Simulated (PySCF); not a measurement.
## Ionisation energy of Mo⁺ by level of theory

Mo⁺ [Kr] 4d5 (6S) → Mo²⁺ [Kr] 4d4 (5D), as a difference of total energies. All numbers are calculated (PySCF 2.14, the spin-free X2C one-electron Hamiltonian (Gaussian nucleus), in x2c-TZVPPall with one added diffuse shell each of s, p, d, f type (9s7p7d3f1g, 95 functions)). Correlated levels: valence: [Kr] frozen. The calculations carry no spin-orbit coupling.

Q: Order these methods by the ionisation energy they give, lowest first.
A. CCSD(T) (valence)
B. CCSD (valence)
C. UHF
D. SCS-MP2 (valence)

A: C (15.083 eV), D (15.305 eV), B (15.790 eV), A (15.811 eV).

A first-order spin-orbit estimate (lowest level to lowest level, LS coupling) adds -0.143 eV.

Errors of the correlated levels include the incompleteness of this basis and the frozen core.

For comparison: 16.16 ± 0.12 eV (semi-empirical (NIST evaluation); NIST Atomic Spectra Database, ionization energies).
